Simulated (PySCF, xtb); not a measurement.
CH6N, SMILES [NH3+]C, charge +1.

GFN2-xTB in xtb at its own geometry gives an orbital gap of 11.11 eV.

Geometry optimised at ωB97X-D3(BJ)/def2-TZVP.

Question: What does M06-2X/def2-TZVPD (PySCF) give? (The exact figures need the calculation; the answer reports its results.)

Answer: gap 13.74 eV (levels -18.83 and -5.08 eV).
